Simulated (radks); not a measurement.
Question: The mean radii <r> (bohr) of the occupied orbitals of an atom or ion are listed with their occupations. Calculated with a radial shooting solver on a logarithmic mesh with Libxc functionals: non-relativistic Kohn-Sham, PBE, spin-polarised, spherical densities, point nucleus.

orbital  occ.    <r>
1s up       1  1.542

Name the element and its charge. Open shells, if any, are filled with parallel spins first.

Answer: Z = 1, hydrogen, charge 0: H in 1s1. The 1s radius gives Z: for a bare nucleus <r> = 1.5/Z, 1.5 bohr for Z = 1, and the self-interaction of the functional makes it slightly larger (1.542 here). The occupations add up to 1, and the charge is Z minus that.
